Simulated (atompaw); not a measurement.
Mg (Z = 12) PAW (atompaw): all-electron and pseudo phase curves

Mg (Z = 12), PAW, made with atompaw 4.2.0.5 (PBE, scalar-relativistic). Core [He], reference 2s2 2p6 3s2 3p0. Waves: 2s (bound): rc 0.95 bohr; 3s (bound): rc 1.40 bohr; 2p (bound): rc 1.00 bohr; 3p (bound, empty): rc 1.25 bohr; 3d channel at 0.4 Ry: rc 1.40 bohr. Local part: bessel scheme, radius 0.95 bohr. Core correction: smooth core density matched at 0.75 bohr. Augmentation charge: sinc compensation charge, radius 1.10 bohr; PAW radius 1.40 bohr; waves and projectors: custom rrkj gramschmidtortho.

The phase is arctan(r·u′/u) with u = r·R(r), unwrapped; energies in Ry, scanned from -8 to 5 Ry. A pole is an energy at which the radial function vanishes at the test radius. The pseudo phase is shifted by a multiple of π to meet the all-electron one at the reference energy, and phase errors are pseudo minus all-electron; the curves can meet again beyond the range given. Levels narrower than the energy grid can be missing from the lists of poles.

Task: For each channel, where are the poles, and over which energies does the pseudopotential scatter like the atom?

Result:

```
channel  radius (bohr)  reference energy (Ry)  poles, all-electron  poles, pseudo  unbroken range about the reference energy with phases within 0.05 rad  phase error 1 Ry above the reference energy (rad)
      s           1.41                  -0.35                -5.29          -5.29                                                              below 3.3                                             +0.001
      p           1.41                  -0.10                -2.81          -2.81                                                        the whole range                                             +0.000
      d           1.41                   0.40                 none           none                                                        the whole range                                             +0.000
```

Phases in the p channel:

```
E (Ry)  all-electron  pseudo
 -8.00         1.284   1.284
 -7.52         1.269   1.270
 -7.04         1.252   1.252
 -6.56         1.230   1.230
 -6.08         1.201   1.201
 -5.60         1.160   1.160
 -5.12         1.094   1.095
 -4.64         0.970   0.970
 -4.16         0.627   0.628
 -3.68        -0.596  -0.595
 -3.20        -1.381  -1.381
 -2.72        -1.599  -1.599
 -2.24        -1.698  -1.698
 -1.76        -1.760  -1.760
 -1.28        -1.808  -1.808
 -0.80        -1.850  -1.850
 -0.32        -1.891  -1.891
  0.16        -1.934  -1.934
  0.64        -1.982  -1.982
  1.12        -2.038  -2.038
  1.60        -2.106  -2.106
  2.08        -2.194  -2.192
  2.56        -2.310  -2.307
  3.04        -2.470  -2.464
  3.52        -2.693  -2.680
  4.00        -2.989  -2.966
  4.48        -3.333  -3.300
  4.96        -3.656  -3.620
```
